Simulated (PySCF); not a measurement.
# What a mistake does to a calculation on BCGeH7N

Calculated results; nothing here was measured. The program is PySCF 2.14.0, an open-source quantum chemistry code, run on an isolated molecule that a program drew, which may never have been made. The molecule is BCGeH7N (charge 0, doublet), drawn as the SMILES string `[BH][GeH]([CH3])[NH2]`.

Each row is a Hartree-Fock (HF) and frozen-core CCSD(T) single point in the cc-pVDZ basis, meant for a local HF minimum. Run 1 is clean. Each other run has one planted mistake out of seven kinds, and not every kind appears here: one electron removed, one electron added, multiplicity raised by two, geometry at a saddle point, minimal basis STO-3G, one bond length entered in bohr, all coordinates scaled. The reference is restricted for singlets and unrestricted otherwise, and also for a bond in bohr. Adding or removing an electron swaps singlet and doublet. Electrons count all cores. HOMO and LUMO are orbital energies over both spins, the gradient is its largest component, and the lowest frequency (negative if imaginary) is given only where the gradient is small. Bond lengths are over the 10 bonds as drawn. T1 is the CCSD diagnostic: over 0.02 (restricted) or 0.045 (unrestricted) a single reference is doubtful. Germanium has the cc-pVDZ-PP basis, with a core potential (ECP10MDF) in place of its 10 inner electrons, and its 3s, 3p and 3d shells are frozen in CCSD(T).

Geometry of the clean run:
```xyz
11
BCGeH7N, angstrom
B     1.7589    2.8302   -0.6151
Ge    0.5522    1.5589    0.4905
C     1.4912    1.0674    2.1526
N     0.0614    0.1051   -0.5500
H     2.5372    2.6837   -1.5116
H    -0.7706    2.2456    0.8595
H     0.8664    0.4010    2.7521
H     1.7122    1.9577    2.7463
H     2.4308    0.5544    1.9339
H    -0.5746   -0.5317   -0.0992
H     0.8359   -0.4327   -0.9008
```

```
run  electrons  basis functions  <S^2>  HOMO (eV)  LUMO (eV)  gradient (hartree/bohr)  lowest frequency (cm^-1)  mean bond (Å)  longest bond (Å)      T1  HF (hartree)  CCSD(T) (hartree)                     mistake
  1         57              100  0.757      -8.82       1.31                  1.4e-05                       142         1.3920             2.072  0.0116    -414.38591         -414.92963                    no fault
  2         57              100  0.757      -8.86       1.23                  2.1e-02                         -         1.4365             2.139  0.0122    -414.37665         -414.92680      all coordinates scaled
  3         57              100  3.763      -7.83      -1.47                  4.9e-02                         -         1.3920             2.072  0.0309    -414.26882         -414.80519  multiplicity raised by two
  4         58              100  0.000       0.20       7.69                  4.1e-02                         -         1.3920             2.072  0.0131    -414.33092         -414.91300          one electron added
  5         57              100  1.239      -9.16       1.26                  2.2e-02                         -         1.4984             2.261  0.0487    -414.26957         -414.81587                           ?
```

**Which mistake was planted in run 5, and what did it cost?**

The mean bond changes by a factor of 1.076 and the longest by 1.091, so the molecule wasn't scaled as a whole. A length L in bohr read as angstrom grows by (1/0.5292 - 1) L = 0.890 L. The 10 bonds together grew by 10 x 0.1064 = 1.064 Å, which gives L = 1.196 Å. That is bond B1-H5, 1.196 Å in the clean geometry. So the mistake is: one bond length entered in bohr. Subtracting run 1 and multiplying by 627.51 kcal/mol a hartree, the energy moved by 73.0 kcal/mol in HF and 71.4 kcal/mol in CCSD(T).

Cautions from the logs. Run 4: the HOMO is above zero, so the electron isn't bound and the energy depends on the basis; run 5: T1 is over the limit, so its CCSD(T) energy is less reliable.
